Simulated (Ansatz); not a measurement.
## One step, two centres

Four-centre ligand exchange, with the central atom changed down its group and all else kept; in the first member these bonds form or tighten: H–H, N–Si; these break or loosen: H–N, H–Si.

Gas-phase electronic energies, without zero-point energy, by CCSD(T) at an estimated basis limit (MP2 extrapolated from triple and quadruple zeta, plus CCSD(T) − MP2 in triple zeta); Ansatz 0.2.0, def2-TZVPP and QZVPP, frozen cores, core potentials past krypton, on PBE0-D4/def2-TZVP structures. Extrapolation: Hartree–Fock as exp(−7.88 √X), correlation as X^−2.97. All energies, in kcal/mol, count from the separated reactants, without counterpoise correction; the start and end structures are the complexes reached by relaxing down from the saddle, and deeper ones may exist. Brackets give SMILES, or, where every atom is bracketed, only which atoms are joined. Steps whose reference was doubtful or whose search ended elsewhere are left out.

| reactants | products | start structure | saddle | end structure | saddle by PBE-D4/TZ |
| --- | --- | --- | --- | --- | --- |
| SiH₄ + NH₃ | SiNH₅ ([NH2][SiH3]) + H₂ | -1.98 | ? | -5.41 | 35.67 |
| SnH₄ + NH₃ | SnNH₅ ([NH2][SnH3]) + H₂ | -3.10 | 43.03 | 5.84 | 35.71 |

(1) What is the height of the saddle for SiH₄ + NH₃? (To be estimated.)

(2) How do the PBE-D4 saddles lie against the coupled-cluster estimate?

T1 diagnostic: at most 0.014. The filled d shells of Sn are correlated in sets not built for that, so values that involve them are less sure.

For scale, one of the runs: CCSD(T)/def2-TZVPP, 179 basis functions, launched by `ansatz run in.yaml --threads 2 --pin off --events-out ev --progress --plain --max-ram 4352MiB`. The run took 24 s on 2 CPU threads (shared host), with 1.9 GiB of host memory at its peak.

## Answers

(1) By the calculation: 45.06 kcal/mol relative to the separated reactants, the higher of the two; above its start structure the barrier is 45.06 − (-1.98) ≈ 47.03 kcal/mol.

The saddle falls down the group: the larger centre, with longer and weaker bonds, takes on an extra partner at less cost.

(2) Both lower, by 7.33 to 9.39 kcal/mol.
